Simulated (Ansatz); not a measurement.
`[NH2][Al]([F])[Br]` + H–F → `[NH2][Al]([F])[F]` + HBr at 700 K and 1 bar (ligand exchange at the Al–Br bond).

Gas-phase electronic energies from Ansatz, PBE0-D4/def2-TZVP geometries. CBS: MP2 limit from def2 TZ/QZ plus the TZ coupled-cluster correction, frozen cores. This one scheme is used for every species. For Br outer-core shells are correlated without core-valence functions, which leaves a few kJ/mol of doubt a bond. Scalar relativity is left out up to krypton. Each species was taken in one conformer, which may not be the lowest.

```tsv
species	CCSD(T)/CBS energy (Eh)	H − E (kJ/mol)	S (J/(mol·K))
`[NH2][Al]([F])[Br]`	-2971.22802	134.7	410.2
H–F	-100.39570	45.2	198.5
`[NH2][Al]([F])[F]`	-497.71159	135.9	378.1
HBr	-2573.91920	36.5	223.7
```

H − E and S are ideal-gas, rigid-rotor, harmonic terms from PBE0-D4/def2-TZVP, for one conformer and one mirror image of each species. 1 Eh = 2625.50 kJ/mol, R = 8.31446 J/(mol·K).

Question: By hand: ΔE, ΔH, ΔS and ΔG.

Answer: ΔE = (-497.71159) + (-2573.91920) − (-2971.22802) − (-100.39570) = -0.00707 Eh = -18.6 kJ/mol. Δ(H − E) = 135.9 + 36.5 − 134.7 − 45.2 = -7.5, so ΔH = -26.1 kJ/mol. ΔS = 378.1 + 223.7 − 410.2 − 198.5 = -6.9 J/(mol·K). ΔG = -26.1 − 700 × (-6.9)/1000 = -21.3 kJ/mol.

Question: By hand: the equilibrium constant, and the temperature at which ΔG would vanish if ΔH and ΔS stayed fixed.

Answer: log₁₀ K = −ΔG/(RT ln 10) = 1.6. ΔG = 0 at ΔH/ΔS = 3783 K, far beyond where these terms or the molecules hold.

The number of gas molecules stays the same, so ΔS is small and ΔH decides. A doubt of 5 kJ/mol in ΔE shifts log₁₀ K by 0.4 here. Other conformers and mirror images would add mixing entropy, several J/(mol·K) or more a flexible species. These are equilibria of isolated gas molecules and say nothing of rates. Largest T1 diagnostic: 0.012 (customary marks: 0.02 for closed shells, 0.045 for open ones).
